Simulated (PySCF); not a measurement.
SMILES C([SiH2][SiH2]O)#C (C₂H₆OSi₂), singlet at its GFN2-xTB optimised geometry (Å):

```
11

C      2.0985     1.2334     0.0000
C      0.8952     1.2334     0.0000
Si    -0.9603     1.1756    -0.0015
Si    -1.7080    -0.9554     0.4778
O     -1.1872    -2.0320    -0.6307
H      3.1510     1.2501     0.0041
H     -1.3875     2.1723     0.9916
H     -1.3363     1.6892    -1.3299
H     -3.1510    -1.1373     0.3426
H     -1.2861    -1.4063     1.8124
H     -0.2636    -2.1723    -0.8145
```

Level of theory: CAM-B3LYP/def2-TZVP (PySCF 2.14.0).

Map of the deformation density (molecule minus spherical neutral atoms) (e/bohr³) on the plane z = 1.2 Å:

```
|2222222222222222222222222222222|
|2222222222222222222222222222222|
|2222222222222222222222222222222|
|2222222222222222222222222222222|
|2222222222222222222222222222222|
|2222222222222222222222222222222|
|2222222222222222222222222222222|
|2222222222222222222222222222222|
|2222222222222222222222222222222|
|2222222222365322222222222222222|
|2222222222376322222222222222222|
|2222222222344211222222222222222|
|2222222222222111222222222222222|
|2222222222221111222222222222222|
|2222222211222211222222222222222|
|2222222211122222222222222222222|
|2222222210012222222222222222222|
|2222222210144222222222222222222|
|2222222322597322222222222222222|
|2222222222597322222222222222222|
|2222222221243222222222222222222|
|2222222221222222222222222222222|
|2222222222222222222222222222222|
|2222222222222222222222222222222|
|2222222222222222222222222222222|
|2222222222222222222222222222222|
|2222222222222222222222222222222|
|2222222222222222222222222222222|
|2222222222222222222222222222222|
|2222222222222222222222222222222|
|2222222222222222222222222222222|
```
Scale: ten equal steps from -0.016 (start of '0') to 0.043 (end of '9'), in the order '0123456789'; x runs from -5.50 to 5.50, y from -5.50 (bottom) to 5.50 (top).
